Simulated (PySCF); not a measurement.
r2SCAN on P⁻ (phosphorus, charge -1), [Ne] 3s2 3p4, high-spin 3P determinant. All numbers are calculated (PySCF 2.14, scalar relativity by spin-free X2C-1e, in aug-cc-pCVTZ-DK (8s7p5d3f, 75 functions)).

```
cycle= 1 E= -342.094207384359  delta_E= -0.00751  |g|= 0.0182  |ddm|= 0.245
cycle= 2 E= -342.094391280325  delta_E= -0.000184  |g|= 0.0185  |ddm|= 0.086
cycle= 3 E= -342.094680236712  delta_E= -0.000289  |g|= 0.00503  |ddm|= 0.0503
cycle= 4 E= -342.094731634917  delta_E= -5.14e-05  |g|= 0.00151  |ddm|= 0.0246
cycle= 5 E= -342.094740354919  delta_E= -8.72e-06  |g|= 0.000353  |ddm|= 0.0132
cycle= 6 E= -342.094740958014  delta_E= -6.03e-07  |g|= 8.51e-05  |ddm|= 0.00358
cycle= 7 E= -342.094740986367  delta_E= -2.84e-08  |g|= 6.24e-06  |ddm|= 0.000898
cycle= 8 E= -342.094740986636  delta_E= -2.68e-10  |g|= 1.32e-06  |ddm|= 9.04e-05
converged SCF energy = -342.094740986636  <S^2> = 2.0164441  2S+1 = 3.0109428
```

Highest occupied orbital energy: 1.713 eV; ⟨L²⟩ = 2.05; populations by l: s 6.00, p 10.00, d 0.00, f 0.00.

Task: Can this result be used?

Result: With care. Self-consistency was reached. At r2SCAN the highest occupied level has a positive energy, so only the finite basis holds that electron; in a semilocal or global hybrid functional this comes from self-interaction and does not mean that the real anion is unbound.
